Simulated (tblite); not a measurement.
Compound: C₅H₁₀PSi₂ (charge -1).
SMILES: `Cc1cc([SiH3])c([SiH3])[p-]1`

The geometry is computed with GFN2-xTB (gas phase).

Take the most abundant isotopes and a rigid rotor. 

(1) What are A, B and C (cm⁻¹)?

(2) What kind of rotor is it?

(3) Is it planar, by Δ = Ic − Ia − Ib?

(4) Give the other two planar moments, Paa and Pbb, and the rms extents of the mass along the axes.

(5) Give the coordinates in the principal-axis frame, origin at the centre of mass.

(6) List the rotational levels J(Ka,Kc) to J = 5 (cm⁻¹).

## Answers

(1) Ia = 314.20, Ib = 529.84, Ic = 829.81 u·Å²; 505379 MHz·u·Å²/I gives 1608, 953.8 and 609.0 MHz, that is A = 0.05365, B = 0.03182, C = 0.02032 cm⁻¹.

(2) An asymmetric top: κ = (2 × 953.8 − 1608 − 609.0)/(1608 − 609.0) = -0.31.

(3) Not planar: Δ = Ic − Ia − Ib = -14.23 u·Å². For a rigid frame Δ = −2 Σ m c², so Σ m c² = 7.12 u·Å² lies off the ab plane, practically all of it from hydrogen. The atom farthest from that plane is 1.24 Å away.

(4) Paa = Σ m a² = (Ib + Ic − Ia)/2 = 522.72 and Pbb = Σ m b² = (Ia + Ic − Ib)/2 = 307.09 u·Å². With the mass M = 157.01 u, the rms extents √(P/M) along a, b and c are 1.82, 1.40, 0.21 Å.

(5) The sense of each axis is arbitrary; atoms in the order of the calculation.
| atom | mass (u) | a (Å) | b (Å) | c (Å) |
| --- | --- | --- | --- | --- |
| C1 | 12.000 | 3.405 | 0.656 | 0.008 |
| C2 | 12.000 | 1.937 | 0.344 | -0.005 |
| C3 | 12.000 | 0.947 | 1.304 | -0.006 |
| C4 | 12.000 | -0.361 | 0.788 | -0.004 |
| Si5 | 27.977 | -1.862 | 1.864 | 0.002 |
| C6 | 12.000 | -0.367 | -0.618 | 0.001 |
| Si7 | 27.977 | -1.872 | -1.694 | 0.002 |
| P8 | 30.974 | 1.267 | -1.280 | -0.002 |
| H9 | 1.008 | 3.992 | -0.245 | -0.167 |
| H10 | 1.008 | 3.707 | 1.076 | 0.973 |
| H11 | 1.008 | 3.655 | 1.388 | -0.765 |
| H12 | 1.008 | 1.160 | 2.367 | -0.012 |
| H13 | 1.008 | -2.816 | 1.600 | -1.096 |
| H14 | 1.008 | -1.491 | 3.288 | -0.138 |
| H15 | 1.008 | -2.671 | 1.802 | 1.240 |
| H16 | 1.008 | -1.541 | -3.127 | 0.061 |
| H17 | 1.008 | -2.728 | -1.531 | -1.196 |
| H18 | 1.008 | -2.781 | -1.443 | 1.144 |

(6) Above 0(0,0):
J = 1: 1(0,1) 0.0521, 1(1,1) 0.0740, 1(1,0) 0.0855
J = 2: 2(0,2) 0.1529, 2(1,2) 0.1667, 2(1,1) 0.2012, 2(2,1) 0.2667, 2(2,0) 0.2702
J = 3: 3(0,3) 0.2971, 3(1,3) 0.3039, 3(1,2) 0.3723, 3(2,2) 0.4231, 3(2,1) 0.4389, 3(3,1) 0.5630, 3(3,0) 0.5637
J = 4: 4(0,4) 0.4812, 4(1,4) 0.4841, 4(1,3) 0.5945, 4(2,3) 0.6289, 4(2,2) 0.6689, 4(3,2) 0.7769, 4(3,1) 0.7815, 4(4,1) 0.9655, 4(4,0) 0.9656
J = 5: 5(0,5) 0.7050, 5(1,5) 0.7061, 5(1,4) 0.8623, 5(2,4) 0.8819, 5(2,3) 0.9578, 5(3,3) 1.0441, 5(3,2) 1.0604, 5(4,2) 1.2338, 5(4,1) 1.2348, 5(5,1) 1.4750, 5(5,0) 1.4750
Those of J = 1 are B + C, A + C and A + B.

Its GFN2-xTB frequencies are all real (lowest 36 cm⁻¹). No vibrational averaging or centrifugal distortion is included, and the geometry carries the error of its method.
